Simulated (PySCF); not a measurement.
Spin-orbit coupling and the fourth ionisation energy along the lanthanides

Two-component X2C-1e calculated with PySCF 2.14: MP2 on generalised Hartree-Fock spinors (GMP2), with spin-orbit coupling off and on (screened by Boettger's factors); no Breit or QED terms. Values in eV; the references (NIST) lie between the lowest levels. Elements whose determinants are no pure J levels are left out.

```tsv
element	configurations	spin-free	with spin-orbit	shift	reference
Ce (x2c-TZVPall-2c, [Ar] 3d10 frozen)	[Xe] 4f1 → [Xe]	34.832	34.950	0.119	36.906 ± 0.009 (s)
Tb (x2c-TZVPall-2c, [Ar] 3d10 frozen)	[Xe] 4f8 → [Xe] 4f7	38.040	38.300	0.260	39.33 ± 0.04 (s)
Dy (x2c-TZVPall-2c, [Ar] 3d10 frozen)	[Xe] 4f9 → [Xe] 4f8	40.295	40.433	0.139	41.23 ± 0.08 (s)
Ho (x2c-TZVPall-2c, [Ar] 3d10 frozen)	[Xe] 4f10 → [Xe] 4f9	42.044	42.014	-0.031	42.52 ± 0.08 (s)
Er (x2c-TZVPall-2c, [Ar] 3d10 frozen)	[Xe] 4f11 → [Xe] 4f10	42.483	42.227	-0.256	42.42 ± 0.04 (s)
Yb (x2c-TZVPall-2c, [Ar] 3d10 frozen)	[Xe] 4f13 → [Xe] 4f12	44.544	43.997	-0.547	43.61 ± 0.04 (s)
Lu (x2c-TZVPall-2c, [Ar] 3d10 frozen)	[Xe] 4f14 → [Xe] 4f13	45.140	44.371	-0.768	45.249 ± 0.025 (s)
```

Task: Estimate the missing row, Tm (x2c-TZVPall-2c, [Ar] 3d10 frozen).

Result: The calculation gives spin-free 42.851; with spin-orbit 42.467; shift -0.384. The reference value is 42.41 ± 0.04 (s).

The largest shift is at Lu, -0.768 eV, where spin-orbit coupling lowers the species with fewer electrons by more than the one with more (starting occupations closed and 4f5/2^6 4f7/2^7).

What remains against the references is mostly the basis and correlation beyond MP2. References marked (s) are semi-empirical, (t) theoretical.
